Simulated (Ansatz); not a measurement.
Input and output for BeMe2 (C₂H₆Be).

```yaml
crystal:
  periodic: [false, false, false]
  atoms:
    - {symbol: Be, position_ang: [0.002996, 0.006751, 0.000052]}
    - {symbol: C, position_ang: [-0.003141, -0.012843, 1.680507]}
    - {symbol: H, position_ang: [-0.439025, 0.897624, 2.107051]}
    - {symbol: H, position_ang: [1.005600, -0.101980, 2.099445]}
    - {symbol: H, position_ang: [-0.582297, -0.853021, 2.080443]}
    - {symbol: C, position_ang: [0.004195, 0.015275, -1.680504]}
    - {symbol: H, position_ang: [-1.010331, 0.018197, -2.095032]}
    - {symbol: H, position_ang: [0.509092, -0.863375, -2.097868]}
    - {symbol: H, position_ang: [0.512911, 0.893363, -2.094084]}
basis:
  gaussian: {orbitals: def2-SVP}
hamiltonian: {xc: {name: SVWN5}}
```

```sh
$ ansatz run in.yaml --threads 4 --pin off --events-out ev --progress --plain --max-ram 3916MiB
```

It prints (some lines left out):

```
Functional definition: SVWN5
798 factors; their error is unknown
mean field evaluation 1: about -2528.2149 eV, gradient 8.1e1 eV
mean field evaluation 2: about -2509.2345 eV, gradient 1.1e2 eV
mean field evaluation 4: about -2544.3720 eV, gradient 4.0e-1 eV
mean field evaluation 8: about -2544.3421 eV, gradient 9.1e-3 eV
mean field -2544.34205369 eV, -93.5028458561 hartree, gradient 2.9e-5 eV, S^2 0.000000; 0 other end points of the search recorded, 0 dependent functions left out
reference -2544.34209257 eV, -93.5028472848 hartree; 11, 11 occupied and 56, 56 virtual orbitals, 798 factors
Total energy: -2544.34209257 eV, -93.5028472848 hartree
```

Hardware: 4 threads of Arm Neoverse V2 on a shared host. Wall time 0.2 s.
